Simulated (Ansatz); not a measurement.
H₁₂Si₅, charge +1, doublet, geometry from GFN2-xTB (a state made from the parent by changing its charge; the spin is typed, not shown lowest); REVPBE/STO-3G (Ansatz, an electronic-structure program).

The Ansatz input:
Ansatz 0.2 input:
```yaml
crystal:
  periodic: [false, false, false]
  atoms:
    - {symbol: Si, position_ang: [-0.25310907, -2.10767374, -1.16153954]}
    - {symbol: Si, position_ang: [-0.00493928, 0.00604900, -0.00649941]}
    - {symbol: Si, position_ang: [-0.37198370, 2.10080515, -1.15812306]}
    - {symbol: Si, position_ang: [-1.70641778, -0.05581147, 1.71192735]}
    - {symbol: Si, position_ang: [2.33502040, 0.05813586, 0.61132287]}
    - {symbol: H, position_ang: [-1.61992800, -2.10188582, -1.67691024]}
    - {symbol: H, position_ang: [-0.01411831, -3.24864787, -0.28647268]}
    - {symbol: H, position_ang: [0.70579989, -2.06426398, -2.26262025]}
    - {symbol: H, position_ang: [-0.17709254, 3.25390838, -0.28784835]}
    - {symbol: H, position_ang: [-1.74309288, 2.03186722, -1.65786410]}
    - {symbol: H, position_ang: [0.57339102, 2.10400946, -2.27198950]}
    - {symbol: H, position_ang: [-3.05772283, -0.04371138, 1.16609495]}
    - {symbol: H, position_ang: [-1.44627122, -1.27496059, 2.47362373]}
    - {symbol: H, position_ang: [-1.44995516, 1.12167623, 2.53780823]}
    - {symbol: H, position_ang: [2.53239503, -1.12441119, 1.44608538]}
    - {symbol: H, position_ang: [3.22171230, 0.05213011, -0.54527641]}
    - {symbol: H, position_ang: [2.49489495, 1.27322203, 1.40613391]}
basis:
  gaussian:
    orbitals: STO-3G
hamiltonian:
  xc: revpbe
total_charge: 1
magnetization: {spin_polarized: true, initial_magnetization: 1}
accuracy: high
```

What the program printed (banner, timings and long lists left out):

```
Functional definition: revPBE
1202 factors; integrals over basis functions are off by at most 3.3e-9 eV
mean field evaluation 1: about -39110.5854 eV, gradient 1.9e1 eV
mean field evaluation 2: about -39110.3988 eV, gradient 1.8e1 eV
mean field evaluation 4: about -39112.9802 eV, gradient 7.3e-1 eV
mean field evaluation 8: about -39112.7545 eV, gradient 6.1e-2 eV
mean field evaluation 16: about -39112.7546 eV, gradient 5.5e-6 eV
mean field evaluation 32: about -39112.3610 eV, gradient 5.5e0 eV
mean field -39112.75457314 eV, -1437.3672189857 hartree, gradient 4.2e-8 eV, S^2 0.750539; 2 other end points of the search recorded, 0 dependent functions left out
reference -39112.75457739 eV, -1437.3672191417 hartree; 41, 40 occupied and 16, 17 virtual orbitals, 1202 factors
Total energy: -39112.75457739 eV, -1437.3672191417 hartree
```
